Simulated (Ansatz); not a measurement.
Stepwise reaction of `[OH][GeH2][SiH2][SiH3]` with hydrogen, as a gas-phase model of exchange steps in deposition or etching. ΔE in kJ/mol; ΔG adds harmonic PBE0-D4 terms to CCSD(T)/CBS, at 1 bar.

Calculated with Ansatz (gas phase, PBE0-D4/def2-TZVP geometries, no zero-point term in ΔE). CBS: MP2 limit from def2 TZ/QZ plus the TZ coupled-cluster correction, frozen cores. This one scheme is used for every species. Functionals use def2-TZVPP. B3LYP here is the variant with VWN-RPA as its local correlation; programs differ in this. For Ge outer-core shells are correlated without core-valence functions, which leaves a few kJ/mol of doubt a bond. Scalar relativity is left out up to krypton. One conformer a species, not always the lowest.

```
step                                       reaction  PBE-D4  B3LYP-D4  ωB97M-V  CCSD(T)/CBS  ΔG(600 K)
   2  `[OH][GeH2][SiH3]` + H₂ → `[OH][GeH3]` + SiH₄     4.4      -7.5    -11.2         -7.1       -5.6
```

Question: Give the row of step 1, `[OH][GeH2][SiH2][SiH3]` + H₂ → `[OH][GeH2][SiH3]` + SiH₄. (An estimate is asked.)

Answer: Computed: 
```csv
step,reaction,PBE-D4,B3LYP-D4,ωB97M-V,CCSD(T)/CBS,ΔG(600 K)
1,`[OH][GeH2][SiH2][SiH3]` + H₂ → `[OH][GeH2][SiH3]` + SiH₄,2.6,-12.7,-16.8,-11.0,-8.8
```

Question: By hand: ΔE of the 2 steps together at CCSD(T)/CBS.

Answer: (-11.0) + (-7.1) = -18.1 kJ/mol, or -9.1 kJ/mol a step.

In ΔE the steps differ by no more than 3.9 kJ/mol. All are downhill at CCSD(T)/CBS. ΔG lies between -8.8 and -5.6 kJ/mol a step. PBE-D4 differs from CCSD(T)/CBS by 11.5 to 13.6 kJ/mol a step. Isolated molecules leave out the surface, adducts and barriers. Largest T1 diagnostic: 0.013.
